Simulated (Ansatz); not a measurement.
All values below come from r2SCAN-D4/def2-TZVP (Ansatz, a quantum-chemistry and plane-wave program). No frequencies were computed at this level.

Ansatz 0.2 input:
```yaml
crystal:
  periodic: [false, false, false]
  atoms:
    - { symbol: F, position_ang: [1.881005, -0.712239, -1.066593] }
    - { symbol: Si, position_ang: [1.06177, 0.016553, 0.088493] }
    - { symbol: F, position_ang: [1.748824, 1.453143, 0.114439] }
    - { symbol: F, position_ang: [1.675076, -0.658205, 1.394274] }
    - { symbol: Si, position_ang: [-1.210076, -0.018867, -0.100844] }
    - { symbol: H, position_ang: [-1.831946, 0.525921, 1.11044] }
    - { symbol: H, position_ang: [-1.685214, -1.393127, -0.291596] }
    - { symbol: H, position_ang: [-1.639453, 0.786817, -1.248556] }
basis:
  gaussian: { orbitals: def2-tzvp }
hamiltonian:
  xc: r2scan
  dispersion: d4
relax:
  max_steps: 150
```

Output:

```
Functional definition: r2SCAN
1104 factors; their error is unknown
mean field evaluation 1: about -23955.3628 eV, gradient 5.6e1 eV
mean field evaluation 2: about -23946.2299 eV, gradient 9.9e1 eV
mean field evaluation 4: about -23959.5993 eV, gradient 1.5e0 eV
mean field evaluation 8: about -23959.5904 eV, gradient 2.5e-2 eV
mean field evaluation 16: about -23959.5904 eV, gradient 1.6e-5 eV
mean field -23959.59038315 eV, -880.4987061871 hartree, gradient 1.6e-5 eV, S^2 0.000000; 0 other end points of the search recorded, 0 dependent functions left out
reference -23959.59039512 eV, -880.4987066271 hartree; 29, 29 occupied and 156, 156 virtual orbitals, 1104 factors
relax step   1: F+E_penalty+E_count = -23959.62997593 eV  Δ(F+E_penalty+E_count) = +0.000e0 eV  max|allowed force component| = 2.494e0 eV/Å  Δτ_max = 0.0000 Å  (28 SCF iters, accepted)
these checks for a lower state are left out or cut short: starts, cluster_reference, orbital_swaps, neighbouring_geometries, increment
1104 factors; their error is unknown
mean field -23959.71002272 eV, -880.5031028604 hartree, gradient 2.0e-5 eV, S^2 0.000000; 0 other end points of the search recorded, 0 dependent functions left out
reference -23959.71003468 eV, -880.5031032997 hartree; 29, 29 occupied and 156, 156 virtual orbitals, 1104 factors
relax step   2: F+E_penalty+E_count = -23959.74975230 eV  Δ(F+E_penalty+E_count) = -1.198e-1 eV  max|allowed force component| = 1.198e0 eV/Å  Δτ_max = 0.0549 Å  (29 SCF iters, accepted)
these checks for a lower state are left out or cut short: starts, cluster_reference, orbital_swaps, neighbouring_geometries, increment
1104 factors; their error is unknown
mean field -23959.74415112 eV, -880.5043570557 hartree, gradient 1.7e-5 eV, S^2 0.000000; 0 other end points of the search recorded, 0 dependent functions left out
reference -23959.74416308 eV, -880.5043574952 hartree; 29, 29 occupied and 156, 156 virtual orbitals, 1104 factors
relax step   3: F+E_penalty+E_count = -23959.78392198 eV  Δ(F+E_penalty+E_count) = -3.417e-2 eV  max|allowed force component| = 1.999e-1 eV/Å  Δτ_max = 0.0400 Å  (30 SCF iters, accepted)
these checks for a lower state are left out or cut short: starts, cluster_reference, orbital_swaps, neighbouring_geometries, increment
1104 factors; their error is unknown
mean field evaluation 32: about -23959.7601 eV, gradient 9.7e-4 eV
mean field -23959.74601799 eV, -880.5044256619 hartree, gradient 1.7e-5 eV, S^2 0.000000; 0 other end points of the search recorded, 0 dependent functions left out
reference -23959.74602994 eV, -880.5044261012 hartree; 29, 29 occupied and 156, 156 virtual orbitals, 1104 factors
relax step   4: F+E_penalty+E_count = -23959.78582611 eV  Δ(F+E_penalty+E_count) = -1.904e-3 eV  max|allowed force component| = 7.143e-2 eV/Å  Δτ_max = 0.0089 Å  (29 SCF iters, accepted)
these checks for a lower state are left out or cut short: starts, cluster_reference, orbital_swaps, neighbouring_geometries, increment
1104 factors; their error is unknown
mean field -23959.74678233 eV, -880.5044537511 hartree, gradient 1.6e-5 eV, S^2 0.000000; 0 other end points of the search recorded, 0 dependent functions left out
reference -23959.74679430 eV, -880.5044541910 hartree; 29, 29 occupied and 156, 156 virtual orbitals, 1104 factors
relax step   5: F+E_penalty+E_count = -23959.78658666 eV  Δ(F+E_penalty+E_count) = -7.605e-4 eV  max|allowed force component| = 1.594e-2 eV/Å  Δτ_max = 0.0290 Å  (30 SCF iters, accepted)
these checks for a lower state are left out or cut short: starts, cluster_reference, orbital_swaps, neighbouring_geometries, increment
1104 factors; their error is unknown
mean field -23959.74703965 eV, -880.5044632071 hartree, gradient 1.1e-5 eV, S^2 0.000000; 0 other end points of the search recorded, 0 dependent functions left out
reference -23959.74705162 eV, -880.5044636473 hartree; 29, 29 occupied and 156, 156 virtual orbitals, 1104 factors
relax step   6: F+E_penalty+E_count = -23959.78684787 eV  Δ(F+E_penalty+E_count) = -2.612e-4 eV  max|allowed force component| = 2.464e-2 eV/Å  Δτ_max = 0.0250 Å  (27 SCF iters, accepted)
these checks for a lower state are left out or cut short: starts, cluster_reference, orbital_swaps, neighbouring_geometries, increment
1104 factors; their error is unknown
mean field -23959.74713525 eV, -880.5044667203 hartree, gradient 1.6e-5 eV, S^2 0.000000; 0 other end points of the search recorded, 0 dependent functions left out
reference -23959.74714722 eV, -880.5044671606 hartree; 29, 29 occupied and 156, 156 virtual orbitals, 1104 factors
relax step   7: F+E_penalty+E_count = -23959.78694235 eV  Δ(F+E_penalty+E_count) = -9.448e-5 eV  max|allowed force component| = 1.344e-2 eV/Å  Δτ_max = 0.0299 Å  (28 SCF iters, accepted)
these checks for a lower state are left out or cut short: starts, cluster_reference, orbital_swaps, neighbouring_geometries, increment
1104 factors; their error is unknown
mean field evaluation 64: about -23959.7471 eV, gradient 2.3e-5 eV
mean field -23959.74713230 eV, -880.5044666120 hartree, gradient 2.3e-5 eV, S^2 0.000000; 0 other end points of the search recorded, 0 dependent functions left out
reference -23959.74714428 eV, -880.5044670522 hartree; 29, 29 occupied and 156, 156 virtual orbitals, 1104 factors
relax step   8: F+E_penalty+E_count = -23959.78694102 eV  Δ(F+E_penalty+E_count) = +1.329e-6 eV  max|allowed force component| = 5.429e-3 eV/Å  Δτ_max = 0.0043 Å  (23 SCF iters, rejected (line search))
these checks for a lower state are left out or cut short: starts, cluster_reference, orbital_swaps, neighbouring_geometries, increment
1104 factors; their error is unknown
mean field -23959.74714746 eV, -880.5044671694 hartree, gradient 1.0e-5 eV, S^2 0.000000; 0 other end points of the search recorded, 0 dependent functions left out
reference -23959.74715944 eV, -880.5044676096 hartree; 29, 29 occupied and 156, 156 virtual orbitals, 1104 factors
relax step   9: F+E_penalty+E_count = -23959.78695592 eV  Δ(F+E_penalty+E_count) = -1.357e-5 eV  max|allowed force component| = 1.807e-4 eV/Å  Δτ_max = 0.0017 Å  (23 SCF iters, accepted)
1104 factors; their error is unknown
mean field -23959.74714746 eV, -880.5044671694 hartree, gradient 1.0e-5 eV, S^2 0.000000; 1 other end points of the search recorded, 0 dependent functions left out
reference -23959.74715944 eV, -880.5044676096 hartree; 29, 29 occupied and 156, 156 virtual orbitals, 1104 factors
Total energy: -23959.78696790 eV, -880.5059305434 hartree
Atom 0 at     1.824234    -0.652764    -1.155597 Å, force    -0.000038    -0.000108     0.000092 eV/Å
Atom 1 at     1.117889     0.017439     0.093182 Å, force     0.000084    -0.000072     0.000025 eV/Å
Atom 2 at     1.677593     1.494666     0.203167 Å, force    -0.000054     0.000003    -0.000181 eV/Å
Atom 3 at     1.614813    -0.762123     1.378833 Å, force     0.000013     0.000059     0.000093 eV/Å
Atom 4 at    -1.200178    -0.018721    -0.099996 Å, force    -0.000030     0.000043    -0.000009 eV/Å
Atom 5 at    -1.791430     0.627385     1.097054 Å, force    -0.000036    -0.000095     0.000016 eV/Å
Atom 6 at    -1.651886    -1.428442    -0.192789 Å, force     0.000134     0.000040    -0.000152 eV/Å
Atom 7 at    -1.591048     0.722556    -1.323798 Å, force    -0.000072     0.000129     0.000117 eV/Å
Dipole moment:    -0.407703    -0.006351    -0.033954 e Å
```

Cost: around 70 core-seconds (rough).
